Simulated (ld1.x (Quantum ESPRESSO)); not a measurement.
# What one change does to a pseudopotential (Ni (Z = 28), PAW)

ld1.x (Quantum ESPRESSO) 7.5 input, shortened:

```
&input
   title='Ni', zed=28., rel=1, dft='PBE', iswitch=3,
   config='[Ar] 3d8 4s1 4p0'
 /
 &inputp
   pseudotype=3, lpaw=.true., tm=.true., lloc=-1, rcloc=1.15,
   nlcc=.true., new_core_ps=.true., rcore=0.90,
   which_augfun='BG', rmatch_augfun=1.00
 /
6
3S  1  0   2.00   0.00  1.00  1.20  0.0
4S  2  0   1.00   0.00  1.00  1.20  0.0
3P  2  1   6.00   0.00  1.05  1.30  0.0
4P  3  1   0.00   0.00  1.05  1.30  0.0
3D  3  2   8.00   0.00  1.25  1.50  0.0
3D  3  2   0.00  -0.65  1.25  1.50  0.0
 &test
   configts(1)='3s2 3p6 3d8 4s1 4p0'
 /
```

All-electron outer shells of the reference configuration (PBE, scalar-relativistic, ld1.x):

| shell | level (eV) | outermost node (bohr) | outermost maximum (bohr) |
| --- | --- | --- | --- |
| 2p | -853.66 | – | 0.16 |
| 3s | -120.17 | 0.30 | 0.64 |
| 3p | -80.51 | 0.27 | 0.65 |
| 3d | -17.92 | – | 0.63 |
| 4s | -13.18 | 0.92 | 2.13 |
| 4p | -7.58 | 0.99 | 2.70 |

Change: wave 3d channel at -0.65 Ry: rcut 1.25, rcutus 1.50 bohr becomes 3d channel at 1.12 Ry: rcut 1.25, rcutus 1.50 bohr.

Cutoffs: the cutoffs (Ry, on a coarse ladder) from which the occupation-weighted sum of valence levels, in a spherical-Bessel basis at the reference potential, stays within 10 and 1 mRy of its value at 400 Ry; they do not see the model core or the augmentation charge, which bear on the density cutoff. Errors are all-electron minus pseudo energies relative to the spin-unpolarised reference configuration.

What does the change do?

The potential gets neither clearly harder nor softer (70 Ry and 110 Ry → 70 Ry and 110 Ry); of the 7 tests that both files solve, the error grows in 3 and shrinks in 0 by more than 15 % and 0.3 meV (median size 9.1 → 11.6 meV); neither file shows a bound ghost.

| quantity | base | changed |
| --- | --- | --- |
| cutoff, loose | 70 Ry | 70 Ry |
| cutoff, tight | 110 Ry | 110 Ry |
| bound ghosts | none | none |
| error for 3s2 3p6 3d8 4s2 4p0, meV [ΔE -9.32 eV] | +9.1 | +9.8 |
| error for 3s2 3p6 3d8 4s0 4p0, meV [ΔE 17.35 eV] | +13 | +12 |
| error for 3s2 3p6 3d7 4s0 4p0, meV [ΔE 54.82 eV] | +11 | +210 |
| error for 3s2 3p6 3d8 4s1.5 4p0, meV [ΔE -5.61 eV] | +3.0 | +3.1 |
| error for 3s2 3p6 3d9 4s0 4p0, meV [ΔE -3.00 eV] | +49 | +155 |
| error for 3s2 3p5 3d8 4s2 4p0, meV [ΔE 70.20 eV] | -6.3 | +306 |
| error for 3s2 3p6 3d8 4s0 4p2, meV [ΔE 0.18 eV] | 0.0 | +0.1 |
| s: phases at 1.65 bohr within 0.05 rad from the reference energy up to (Ry; the scan ends near 5) | to the end of the scan | to the end of the scan |
| p: phases at 1.65 bohr within 0.05 rad from the reference energy up to (Ry; the scan ends near 5) | 1.5 | 1.5 |
| d: phases at 1.65 bohr within 0.05 rad from the reference energy up to (Ry; the scan ends near 5) | 4.2 | 3.9 |
| lowest overlap eigenvalue by channel | s 0.04, p 0.05, d 1.00 | s 0.04, p 0.05, d 0.22 |

Base: ld1.x warns that Blöchl-style (BG) augmentation functions are not a good idea. Changed file: ld1.x warns that Blöchl-style (BG) augmentation functions are not a good idea.
